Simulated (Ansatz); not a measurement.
`[OH][Zr]([F])([F])[Cl]` + H₂O → `[OH][Zr]([OH])([F])[F]` + HCl at 298.15 K and 1 bar (formal hydrolysis of a Zr–Cl bond).

Calculated with Ansatz (gas phase, PBE0-D4/def2-TZVP geometries, no zero-point term in ΔE). CBS: MP2 limit from def2 TZ/QZ plus the TZ coupled-cluster correction, frozen cores. This one scheme is used for every species. def2 core potentials past Kr. For Zr outer-core shells are correlated without core-valence functions, which leaves a few kJ/mol of doubt a bond. One conformer a species, not always the lowest.

```tsv
species	CCSD(T)/CBS energy (Eh)	H − E (kJ/mol)	S (J/(mol·K))
`[OH][Zr]([F])([F])[Cl]`	-782.44001	69.0	369.3
H₂O	-76.37941	66.4	188.7
`[OH][Zr]([OH])([F])[F]`	-398.42548	99.7	368.3
HCl	-460.38127	26.6	186.8
```

H − E and S are ideal-gas, rigid-rotor, harmonic terms from PBE0-D4/def2-TZVP, for one conformer and one mirror image of each species. 1 Eh = 2625.50 kJ/mol, R = 8.31446 J/(mol·K).

Problem. By hand: ΔE, ΔH, ΔS and ΔG.

Solution. ΔE = (-398.42548) + (-460.38127) − (-782.44001) − (-76.37941) = 0.01267 Eh = 33.3 kJ/mol. Δ(H − E) = 99.7 + 26.6 − 69.0 − 66.4 = -9.1, so ΔH = 24.2 kJ/mol. ΔS = 368.3 + 186.8 − 369.3 − 188.7 = -2.9 J/(mol·K). ΔG = 24.2 − 298.15 × (-2.9)/1000 = 25.1 kJ/mol.

Problem. By hand: the equilibrium constant, and the temperature at which ΔG would vanish if ΔH and ΔS stayed fixed.

Solution. log₁₀ K = −ΔG/(RT ln 10) = -4.4. ΔH and −TΔS have one sign here, so there is no such temperature. One of them is within its doubt of zero, so this could turn.

The number of gas molecules stays the same, so ΔS is small and ΔH decides. A doubt of 5 kJ/mol in ΔE shifts log₁₀ K by 0.9 here. Other conformers and mirror images would add mixing entropy, several J/(mol·K) or more a flexible species. These are equilibria of isolated gas molecules and say nothing of rates. Largest T1 diagnostic: 0.017 (customary marks: 0.02 for closed shells, 0.045 for open ones).
